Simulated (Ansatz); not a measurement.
Isolated molecules relaxed with PBE0-D4/def2-TZVP in Ansatz; ΔE leaves out vibrations. CCSD(T)/CBS is the MP2 limit (def2-TZVPP, def2-QZVPP) plus CCSD(T) − MP2 in def2-TZVPP, frozen cores. Functionals use def2-TZVPP. For Ge outer-core shells are correlated without core-valence functions, which leaves a few kJ/mol of doubt a bond. Scalar relativity is left out up to krypton. One conformer a species, not always the lowest.

Consider the redistribution: `O[SiH2]C#C[SiH2]O` + `C[SiH](F)[GeH3]` → `C[SiH](F)[SiH2]O` + `O[SiH2]C#[C][GeH3]`.

| species | ωB97M-V energy (Eh) |
| --- | --- |
| `O[SiH2]C#C[SiH2]O` | -809.30503 |
| `C[SiH](F)[GeH3]` | -2508.59690 |
| `C[SiH](F)[SiH2]O` | -796.47819 |
| `O[SiH2]C#[C][GeH3]` | -2521.40305 |

Work out ΔE.

ΔE = (-796.47819) + (-2521.40305) − (-809.30503) − (-2508.59690) = 0.02069 Eh = +13.0 kcal/mol. CCSD(T)/CBS gives +12.4 kcal/mol.

Largest T1 diagnostic among the species: 0.012.

Leaving LDA and LC-ωPBE aside and taking each functional with its dispersion term where it has one, the values, not all of them listed here, spread over 1.5 kcal/mol, from ωB97X-V to r2SCAN-D4. At CCSD(T), def2-SVP lies −1.0 kcal/mol from the extrapolated value and def2-TZVPP −0.9 kcal/mol.
